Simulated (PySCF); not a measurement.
## Basis-set dependence of BiH at r²SCAN

PySCF, UKS reference; triplet, unpaired electrons π ↑↑; De to Bi + H without counterpoise correction.

```csv
basis,relativity,functions,Re (Å),ωe (cm⁻¹),De (eV),μ (D)
cc-pVDZ-PP/cc-pVDZ,scalar-relativistic core potentials,28,1.808,1789,2.37,-0.62
def2-SVPD,scalar-relativistic core potentials,40,1.807,1785,2.37,-0.69
aug-cc-pVDZ-PP/aug-cc-pVDZ,scalar-relativistic core potentials,41,1.807,1781,2.37,-0.69
cc-pVTZ-PP/cc-pVTZ,scalar-relativistic core potentials,53,1.803,1792,2.41,-0.68
def2-TZVP,scalar-relativistic core potentials,56,1.797,1795,2.42,-0.68
def2-TZVPP,scalar-relativistic core potentials,64,1.797,1793,2.43,-0.68
```

**Question.** How does each smaller set differ from the one with most functions, def2-TZVPP?

**Answer.** cc-pVDZ-PP/cc-pVDZ: +1.1 pm, -0.2 % in ωe, -0.06 eV in De; def2-SVPD: +1.0 pm, -0.4 % in ωe, -0.06 eV in De; aug-cc-pVDZ-PP/aug-cc-pVDZ: +1.0 pm, -0.7 % in ωe, -0.06 eV in De; cc-pVTZ-PP/cc-pVTZ: +0.6 pm, -0.1 % in ωe, -0.02 eV in De; def2-TZVP: +0.0 pm, +0.1 % in ωe, -0.01 eV in De. All at r²SCAN; the set with most functions is neither the basis-set limit nor always the best.

A positive dipole means Bi(−)H(+). These are scalar-relativistic numbers at best; spin–orbit coupling would shift them, the dissociation energy most. The state is the lowest determinant that a PBE0 search found; another state may lie lower at other levels.
